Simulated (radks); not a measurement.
The numbers below are computed, except where a source is named.
The platinum anion Pt2-, [Hg], held by a Watson sphere: a shell of charge +2 at radius R that stands for the Madelung well of a crystal (potential energy -2/R inside, -2/r outside, in hartree with lengths in bohr). Code: a radial shooting solver on a logarithmic mesh with Libxc functionals. Model: scalar-relativistic Kohn-Sham, LDA (Slater exchange, VWN5 correlation), spin-polarised, spherical densities, point nucleus. Response by self-consistent Sternheimer equations with the Hartree and adiabatic LDA kernel, the relativistic mass of each level held fixed and spin-orbit coupling left out. The sphere does not respond.

\begin{tabular}{lrrrrrrr}
R (bohr) & e(5p) (eV) & e(6s) (eV) & e(5d) (eV) & <r> 5d (bohr) & sum of <r^2> (bohr^2) & X-ray form factor at sin(theta)/lambda = 0.2 1/angstrom & alpha (bohr^3) \\ \hline
3.84 & -53.472 & -5.597 & -4.194 & 1.885 & 89.45 & 66.102 & 84.93 \\
4.86 & -52.337 & -4.283 & -2.910 & 1.927 & 98.34 & 66.118 & 136.8 \\
4.89 & -52.308 & -4.249 & -2.879 & 1.928 & 98.60 & 66.119 & 138.7 \\
5.2 & -52.028 & -3.919 & -2.572 & 1.938 & 101.3 & 66.128 & 160.5 \\
5.52 & -51.766 & -3.609 & -2.289 & 1.948 & 104.1 & 66.136 & 186.9 \\
\end{tabular}
